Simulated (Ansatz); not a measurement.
C₃H₇O (SMILES [CH2-]COC), charge -1, singlet, geometry from GFN2-xTB (a gas-phase anion, which may not be bound at this level). Base run: Ansatz (a program for electronic structure) with HF/6-31G.

Input for Ansatz:
Ansatz 0.2 input:
```yaml
crystal:
  periodic: [false, false, false]
  atoms:
    - {symbol: O, position_ang: [-0.02364204, -0.72791359, -0.02410158]}
    - {symbol: C, position_ang: [-0.11695116, 0.72309764, 0.02353500]}
    - {symbol: C, position_ang: [1.27997189, -1.17584587, -0.05346219]}
    - {symbol: C, position_ang: [-1.53793975, 1.16403974, -0.03994654]}
    - {symbol: H, position_ang: [0.53282928, 1.00119920, 0.93898760]}
    - {symbol: H, position_ang: [0.44859738, 1.10785920, -0.85183032]}
    - {symbol: H, position_ang: [1.26753791, -2.27032695, -0.05197351]}
    - {symbol: H, position_ang: [1.82097837, -0.82845799, -0.95497355]}
    - {symbol: H, position_ang: [1.85749247, -0.82621646, 0.82524896]}
    - {symbol: H, position_ang: [-1.97405394, 1.11319354, 0.99190016]}
    - {symbol: H, position_ang: [-1.51473106, 2.25830906, -0.28530416]}
basis:
  gaussian:
    orbitals: 6-31G
hamiltonian:
  xc: hf
total_charge: -1
```

Each row names what was changed in the base input (with any setting that the change needs).

```tsv
change	ΔE vs base (mEh)
base	0.000
fitting.mean_field = cc-pVTZ-JKFIT	0.017
lower_state_search = off	0.000
fitting.mean_field = def2-universal-JKFIT	(withheld)
lower_state_search = light	0.000
nuclear_model = gaussian	0.022
point_charge = charge:1.0 position_ang:-5.2291, -0.3654, 1.8733	-120.7
forces = on	0.000
lower_state_search = full	0.000
point_charge = charge:-1.0 position_ang:3.1176, -2.3974, 4.2747	74.254
point_charge = charge:0.5 position_ang:-1.5299, -0.1101, 5.5155	-45.894
```

Problem. Fill in the missing entries.

Solution. 
- fitting.mean_field = def2-universal-JKFIT, ΔE vs base (mEh): 0.090

A gas-phase anion may not be bound at this level; its values then depend on the basis.
